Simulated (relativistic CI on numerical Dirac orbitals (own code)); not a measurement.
## d1 to d9 in one octahedral field

Computed with a parametric ligand-field model without spin-orbit coupling, by exact diagonalisation: B = 590, C = 2890, 10Dq = 27800 cm⁻¹ (Oh; |10Dq|/B = 47.1) for every shell. Energies in cm⁻¹; the field energy is (0.6 n_e − 0.4 n_t2) × 10Dq of the ground term; g labels are left out.

```csv
Shell,Ground term,Electrons in e,Field energy,First spin-allowed bands,Lowest term of other spin
d1,2T2,0.000,-11120,2E 27800,
d2,3T1,0.011,-21933,"3T2 26404, 3T1 33859",1T2 9542
d3,4A2,0.000,-33360,"4T2 27800, 4T1 34336",2E 13308
d4,3T1,0.020,-43929,"3E 25108, 3T1 25856",1T2 8242
d5,2T2,0.036,-54586,"2A2 24320, 2T1 24516",4T1 14429
d6,1A1,0.030,-65897,"1T1 25745, 1T2 34009",3T1 19668
d7,2E,1.020,-49483,"2T1 25589, 2T2 26316",4T1 14241
d8,3A2,2.000,-33360,"3T2 27800, 3T1 34336",1E 10426
d9,2E,3.000,-16680,2T2 27800,
```

Low spin: d4, d5, d6, d7; the other shells keep the spin of the free ion. Only d4 to d7 can choose; the field needed to pair spins is smallest for d6 and largest for d5, which loses most exchange energy. In the strong-field picture 10Dq must exceed about 6B + 5C = 17990 (d4), 7.5B + 5C = 18875 (d5), 2.5B + 4C = 13035 (d6) and 4B + 4C = 13920 (d7); mixing of terms shifts these bounds somewhat.
